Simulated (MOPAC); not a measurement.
Job for MOPAC: AM1 on H2OSSi (SMILES O[Si]S), a point of a torsion scan.

```
AM1 1SCF PRECISE CHARGE=0 THREADS=1
H2OSSi

O     -1.21931657 1     0.35552947 1    -0.41333167 1
Si    -0.26734024 1    -0.79619434 1    -1.01439397 1
S     -1.14398708 1    -2.64875957 1    -0.21825810 1
H     -1.99007980 1     0.29812406 1     0.15584964 1
H     -2.15357510 1    -2.12966075 1     0.47707332 1
```

It printed:

```
*******************************************************************************
 **                                                                           **
 **                              MOPAC v23.2.5                                **
 **                                                                           **
 *******************************************************************************
 ** MOPAC's Digital Object Identifier: https://doi.org/10.5281/zenodo.6511958 **
 **                                                                           **
 ** Please cite the open-source release paper for use of this MOPAC version:  **
 ** J. E. Moussa and J. J. P. Stewart (2026)                                  **
 ** MOPAC: An open-source semiempirical molecular orbital program             **
 ** J. Open Source Softw., 11(119), 8025, https://doi.org/10.21105/joss.08025 **
 *******************************************************************************

                              AM1 CALCULATION RESULTS

 *******************************************************************************
 *  AM1        - The AM1 Hamiltonian to be used
 *
 *
 *
 *                 CHARGE ON SYSTEM = 0
 *
 *
 *
 *  PRECISE    - TIGHTER CRITERIA TO BE USED
 *  1SCF       - DO 1 SCF AND THEN STOP
 *  THREADS=1  - MULTI-THREADING NOT USED
 *  T=         - A TIME OF 172800.0 SECONDS REQUESTED
 *  DUMP=N     - RESTART FILE WRITTEN EVERY 7200.0 SECONDS REQUESTED
 *******************************************************************************
AM1 1SCF PRECISE CHARGE=0 THREADS=1
 H2OSSi

   ATOM   CHEMICAL          X               Y               Z
  NUMBER   SYMBOL      (ANGSTROMS)     (ANGSTROMS)     (ANGSTROMS)

     1       O         -1.21931657  *   0.35552947  *  -0.41333167  *
     2      Si         -0.26734024  *  -0.79619434  *  -1.01439397  *
     3       S         -1.14398708  *  -2.64875957  *  -0.21825810  *
     4       H         -1.99007980  *   0.29812406  *   0.15584964  *
     5       H         -2.15357510  *  -2.12966075  *   0.47707332  *



          CARTESIAN COORDINATES

    NO.       ATOM           X           Y           Z

     1         O         -1.2193      0.3555     -0.4133
     2        Si         -0.2673     -0.7962     -1.0144
     3         S         -1.1440     -2.6488     -0.2183
     4         H         -1.9901      0.2981      0.1558
     5         H         -2.1536     -2.1297      0.4771

  H: (AM1): M.J.S. DEWAR ET AL, J. AM. CHEM. SOC. 107 3902-3909 (1985)
  O: (AM1): M.J.S. DEWAR ET AL, J. AM. CHEM. SOC. 107 3902-3909 (1985)
 Si: (AM1): M.J.S.DEWAR, C. JIE, ORGANOMETALLICS, 6, 1486-1490 (1987).
  S: (AM1): M.J.S. DEWAR, Y-C YUAN, INORGANIC CHEMISTRY, 29, 3881:3890,  (1990)

           Empirical Formula: H2 O Si S  =     5 atoms



      MOLECULAR POINT GROUP   :   Cs


      RHF CALCULATION, NO. OF DOUBLY OCCUPIED LEVELS = 9


 -------------------------------------------------------------------------------
 AM1 1SCF PRECISE CHARGE=0 THREADS=1
 H2OSSi



     1SCF WAS SPECIFIED, SO BFGS WAS NOT USED
     SCF FIELD WAS ACHIEVED


                              AM1 CALCULATION
                                                       MOPAC v23.2.5 Linux




          FINAL HEAT OF FORMATION =        -29.34978 KCAL/MOL =    -122.79949 KJ/MOL


          COSMO AREA              =        107.84 SQUARE ANGSTROMS
          COSMO VOLUME            =         97.09 CUBIC ANGSTROMS

          IONIZATION POTENTIAL    =          8.306277 EV
          HOMO LUMO ENERGIES (EV) =         -8.306 -0.762
          NO. OF FILLED LEVELS    =          9
          MOLECULAR WEIGHT        =         78.1607         POINT GROUP:  Cs

          MOLECULAR DIMENSIONS (Angstroms)

            Atom       Atom       Distance
            H     4    S     3     3.08868
            H     5   Si     2     2.68886
            H     5    S     3     0.00033


          SCF CALCULATIONS        =          1





   ATOM   CHEMICAL          X               Y               Z
  NUMBER   SYMBOL      (ANGSTROMS)     (ANGSTROMS)     (ANGSTROMS)

     1       O         -1.21931657  *   0.35552947  *  -0.41333167  *
     2      Si         -0.26734024  *  -0.79619434  *  -1.01439397  *
     3       S         -1.14398708  *  -2.64875957  *  -0.21825810  *
     4       H         -1.99007980  *   0.29812406  *   0.15584964  *
     5       H         -2.15357510  *  -2.12966075  *   0.47707332  *

                             CARTESIAN COORDINATES

   1    O       -1.219316570     0.355529470    -0.413331670
   2   Si       -0.267340240    -0.796194340    -1.014393970
   3    S       -1.143987080    -2.648759570    -0.218258100
   4    H       -1.990079800     0.298124060     0.155849640
   5    H       -2.153575100    -2.129660750     0.477073320


           Empirical Formula: H2 O Si S  =     5 atoms



      MOLECULAR POINT GROUP   :   Cs


                  EIGENVALUES
 -37.41615 -19.84363 -19.33551 -15.61626 -14.54610 -14.26775 -11.28654 -10.18080
  -8.30628  -0.76169  -0.75547   1.02062   1.33658   4.95120


              NET ATOMIC CHARGES AND DIPOLE CONTRIBUTIONS

  ATOM NO.   TYPE          CHARGE      No. of ELECS.   s-Pop       p-Pop
    1          O          -0.634193        6.6342     1.80473     4.82947
    2         Si           0.788596        3.2114     1.51617     1.69523
    3          S          -0.493633        6.4936     1.91726     4.57637
    4          H           0.255815        0.7442     0.74418
    5          H           0.083414        0.9166     0.91659
 DIPOLE           X         Y         Z       TOTAL
 POINT-CHG.     2.106     1.695    -1.683     3.184
 HYBRID        -4.041     0.658     2.903     5.019
 SUM           -1.935     2.353     1.220     3.281


          ATOMIC ORBITAL ELECTRON POPULATIONS

     Atom    s        px        py        pz
    1  O   1.80473   1.45702   1.74238   1.63006
    2 Si   1.51617   0.75064   0.39682   0.54778
    3  S   1.91726   1.42074   1.50715   1.64848
    4  H   0.74418
    5  H   0.91659

 **********************
 *                    *
 * JOB ENDED NORMALLY *
 *                    *
 **********************




 == MOPAC DONE ==
```

The run finished.

Cost: very roughly 0.05 core-seconds.
